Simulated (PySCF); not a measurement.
Species: C6H9FOSi.
SMILES with atom numbers: `[CH3:1][C:2]#[C:3][Si@@H:4]1[O:5][CH2:6][CH2:7][C@H:8]1[F:9]`

Definitions: NICS(0) = −σiso at the ring centroid; NICS(1) = −σiso and NICS(1)zz = −σzz at ±1 Å along the ring normal z. Level: GIAO HF/pcSseg-1 (PySCF, non-relativistic, gas phase) on the PBE0-D3(BJ)/def2-SVP geometry, one conformer.

Ring bond lengths (Å): Si4–O5 1.679, O5–C6 1.416, C6–C7 1.531, C7–C8 1.521, C8–Si4 1.910.

Problem. Give the NICS values of each ring in ppm.

Solution. 
| ring | type | NICS(0) | NICS(1), two faces | NICS(1)zz, two faces | rms pucker (Å) | centre to ring atoms, mean (Å) |
| --- | --- | --- | --- | --- | --- | --- |
| Si4–O5–C6–C7–C8 | 5-membered ring with O and Si; formal bonds all single | -4.5 | -1.9 / -3.8 | -2.9 / -4.0 | 0.18 | 1.35 |

Problem. What do they say, and how far can they be read as aromaticity?

Solution. 
- Si4–O5–C6–C7–C8: mean NICS(1)zz -3.5 ppm, shielded. Si4, C6, C7, C8 have four or more neighbours, so the value isn't read as a sign of a π ring current.

Problem. What field does 11.7 T along the ring normal induce along that normal at the first NICS(1) probe listed for ring Si4–O5–C6–C7–C8, 1 Å off the ring?

Solution. NICSzz × B0 = -2.9 ppm × 11.7 T = -34 μT, against the applied field.

Problem. Give the inner angles of the rings.

Solution. 
- Si4–O5–C6–C7–C8: Si4 94.5°, O5 113.2°, C6 108.8°, C7 107.5°, C8 99.5°; sum 523.5° against 540° for a flat convex ring.

Problem. What are the shieldings of the ring atoms and their hydrogens in the same run (means over atoms taken as equivalent)?

Solution. 
```tsv
atoms	environment	σ isotropic (ppm)	principal values of the symmetric part, first atom (ppm)
Si4	oxygen-bound silicon	414.2	369.4, 412.8, 460.3
O5	silyl ether oxygen	320.9	280.9, 325.0, 356.9
C6	sp3 carbon bound to oxygen	131.3	98.3, 120.1, 175.5
C7	ring CH2 carbon	157.7	149.8, 158.1, 165.1
C8	sp3 C–F carbon	112.7	78.1, 93.2, 166.7
H on Si4	Si–H hydrogen	27.14	23.4, 25.3, 32.7
H on C6	methylene hydrogen	27.77	22.9, 26.2, 34.2
H on C6	methylene hydrogen	27.95	23.4, 26.1, 34.4
H on C7	methylene hydrogen	29.60	25.5, 26.8, 36.5
H on C7	methylene hydrogen	30.24	27.0, 27.3, 36.4
H on C8	methine hydrogen	27.43	23.6, 27.5, 31.2
```

Problem. How do the values depend on the level or the medium?

Solution. 
```
                              level  NICS(0), Si4–O5–C6–C7–C8  mean NICS(1)zz, Si4–O5–C6–C7–C8
                   HF/pcSseg-1, gas                      -4.5                             -3.5
                 PBE0/pcSseg-1, gas                      -4.8                             -4.0
     PBE0/pcSseg-1, IEF-PCM acetone                      -4.8                             -4.1
PBE0/pcSseg-1, IEF-PCM acetonitrile                      -4.8                             -4.1
```

The geometry is the same throughout; the continuum's cavity takes Bondi-type radii × 1.2.
